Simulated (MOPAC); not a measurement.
A run for MOPAC: PM3 on F2+, 2S+1 = 2, a spin state set in the input, which need not be the lowest, a point of a bond scan (R = 1.394 Å). Charge +1.

```
PM3 1SCF PRECISE CHARGE=1 UHF MS=0.5 THREADS=1
F2

F      0.00000000 1     0.00000000 1     0.00000000 1
F      0.00000000 1     0.00000000 1     1.39392700 1
```

It printed:

```
*******************************************************************************
 **                                                                           **
 **                              MOPAC v23.2.5                                **
 **                                                                           **
 *******************************************************************************
 ** MOPAC's Digital Object Identifier: https://doi.org/10.5281/zenodo.6511958 **
 **                                                                           **
 ** Please cite the open-source release paper for use of this MOPAC version:  **
 ** J. E. Moussa and J. J. P. Stewart (2026)                                  **
 ** MOPAC: An open-source semiempirical molecular orbital program             **
 ** J. Open Source Softw., 11(119), 8025, https://doi.org/10.21105/joss.08025 **
 *******************************************************************************

                              PM3 CALCULATION RESULTS

 *******************************************************************************
 *  PM3        - The PM3 Hamiltonian to be used
 *  UHF        - UNRESTRICTED HARTREE-FOCK CALCULATION
 *
 *
 *
 *                 CHARGE ON SYSTEM = +1
 *
 *
 *
 *  MS=        - IN MECI, MAGNETIC COMPONENT OF SPIN =  0.5
 *  PRECISE    - TIGHTER CRITERIA TO BE USED
 *  1SCF       - DO 1 SCF AND THEN STOP
 *  THREADS=1  - MULTI-THREADING NOT USED
 *  T=         - A TIME OF 172800.0 SECONDS REQUESTED
 *  DUMP=N     - RESTART FILE WRITTEN EVERY 7200.0 SECONDS REQUESTED
 *******************************************************************************
PM3 1SCF PRECISE CHARGE=1 UHF MS=0.5 THREADS=1
 F2

   ATOM   CHEMICAL          X               Y               Z
  NUMBER   SYMBOL      (ANGSTROMS)     (ANGSTROMS)     (ANGSTROMS)

     1       F          0.00000000  *   0.00000000  *   0.00000000  *
     2       F          0.00000000  *   0.00000000  *   1.39392700  *



          CARTESIAN COORDINATES

    NO.       ATOM           X           Y           Z

     1         F          0.0000      0.0000      0.0000
     2         F          0.0000      0.0000      1.3939

  F: (PM3): J. J. P. STEWART, J. COMP. CHEM. 10, 209 (1989).

           Empirical Formula: F2  =     2 atoms



      MOLECULAR POINT GROUP   :   D*h


          UHF CALCULATION, NO. OF ALPHA ELECTRONS =    7
                           NO. OF BETA  ELECTRONS =    6

 -------------------------------------------------------------------------------
 PM3 1SCF PRECISE CHARGE=1 UHF MS=0.5 THREADS=1
 F2



     1SCF WAS SPECIFIED, SO BFGS WAS NOT USED
     SCF FIELD WAS ACHIEVED


                              PM3 CALCULATION
                                                       MOPAC v23.2.5 Linux




          FINAL HEAT OF FORMATION =        336.99743 KCAL/MOL =    1409.99725 KJ/MOL


          COSMO AREA              =         52.17 SQUARE ANGSTROMS
          COSMO VOLUME            =         33.77 CUBIC ANGSTROMS

          IONIZATION POTENTIAL    =         26.037207 EV
          ALPHA SOMO LUMO (EV)    =        -26.215-11.376
          BETA  SOMO LUMO (EV)    =        -26.037-15.477
          NO. OF ALPHA ELECTRONS  =          7
          NO. OF BETA  ELECTRONS  =          6
          MOLECULAR WEIGHT        =         37.9968         POINT GROUP:  D*h

          MOLECULAR DIMENSIONS (Angstroms)

            Atom       Atom       Distance
            F     2    F     1     1.39393
            F     2    F     1     0.00000
            F     1    F     2     0.00000


          SCF CALCULATIONS        =          1





   ATOM   CHEMICAL          X               Y               Z
  NUMBER   SYMBOL      (ANGSTROMS)     (ANGSTROMS)     (ANGSTROMS)

     1       F          0.00000000  *   0.00000000  *   0.00000000  *
     2       F          0.00000000  *   0.00000000  *   1.39392700  *

                             CARTESIAN COORDINATES

   1    F        0.000000000     0.000000000     0.000000000
   2    F        0.000000000     0.000000000     1.393927000


           Empirical Formula: F2  =     2 atoms



      MOLECULAR POINT GROUP   :   D*h


          ALPHA EIGENVALUES
 -35.50733 -33.75184 -29.90808 -29.69789 -29.51484 -26.42478 -26.21459 -11.37630


           BETA EIGENVALUES
 -35.25844 -33.37143 -29.60322 -29.38170 -26.10814 -26.03721 -15.47671 -11.22531


              NET ATOMIC CHARGES AND DIPOLE CONTRIBUTIONS

  ATOM NO.   TYPE          CHARGE      No. of ELECS.   s-Pop       p-Pop
    1          F           0.500000        6.5000     1.95865     4.54135
    2          F           0.500000        6.5000     1.95865     4.54135
 DIPOLE           X         Y         Z       TOTAL
 POINT-CHG.     0.000     0.000     0.000     0.000
 HYBRID        -0.000    -0.000     0.000     0.000
 SUM           -0.000    -0.000     0.000     0.000


          ATOMIC ORBITAL ELECTRON POPULATIONS

     Atom    s        px        py        pz
    1  F   1.95865   2.00000   1.50000   1.04135
    2  F   1.95865   2.00000   1.50000   1.04135


                    (SZ)    =    0.500000
                    (S**2)  =    0.750064


          ATOMIC ORBITAL SPIN POPULATIONS

    Atom   Total    s     px     py     pz
         Atomic
    1  F  0.5000  0.002  0.000  0.500 -0.002
    2  F  0.5000  0.002  0.000  0.500 -0.002

 **********************
 *                    *
 * JOB ENDED NORMALLY *
 *                    *
 **********************




 == MOPAC DONE ==
```

The run finished.

Cost: very roughly 0.020 core-seconds.
